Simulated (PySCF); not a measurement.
C2H5F3Si.
InChI=1S/C2H5F3Si/c3-2(4,5)1-6/h1H2,6H3

Torsions of this conformer, `[F:1][C:2]([F:3])([F:4])[CH2:5][SiH3:6]`: F1–C2–C5–Si6 61°.

The closed-shell ground state was solved at several levels (PySCF, density fitting, gas phase, non-relativistic). Isolated species at its PBE0-D3(BJ)/def2-SVP geometry, gas phase.

```csv
level,basis functions,total energy (Eh),HOMO (eV),LUMO (eV),gap (eV),dipole (D)
PBE0/aug-cc-pVDZ,187,-667.8024,-9.83,-0.22,9.61,2.12
PBE0/6-31G*,98,-667.7275,-9.62,0.98,10.60,1.87
PBE0/IGLO-III,269,-667.9347,-9.84,0.38,10.22,2.12
PBE0/cc-pVTZ,254,-667.9110,-9.79,0.57,10.36,2.01
"PBE0/6-311+G(2d,p)",200,-667.8881,-9.87,-0.10,9.77,2.20
```

(1) What might PBE0/cc-pVDZ (113 basis functions) give for the same quantities?

(2) Over all these levels, which gives the widest orbital gap and which the narrowest?

(3) How much does the basis alone move the frontier levels among the 6 PBE0 rows (the withheld one included)?

(4) How far do the dipole and the HOMO energy spread over the levels?

## Answers

(1) Total energy -667.7711 Eh, HOMO -9.69 eV, LUMO 0.98 eV, gap 10.67 eV, dipole 1.94 D.

(2) PBE0/cc-pVDZ has the widest, 10.67 eV, and PBE0/aug-cc-pVDZ the narrowest, 9.61 eV. From the narrowest to the widest the HOMO moves by +0.14 eV and the LUMO by +1.20 eV.

(3) The HOMO by 0.25 eV and the LUMO by 1.20 eV. By rising basis size (HOMO, LUMO in eV): 6-31G* -9.62, 0.98; cc-pVDZ -9.69, 0.98; aug-cc-pVDZ -9.83, -0.22; 6-311+G(2d,p) -9.87, -0.10; cc-pVTZ -9.79, 0.57; IGLO-III -9.84, 0.38.

(4) The dipole runs from 1.87 to 2.20 D (mean 2.04 D) and the HOMO from -9.87 to -9.62 eV.
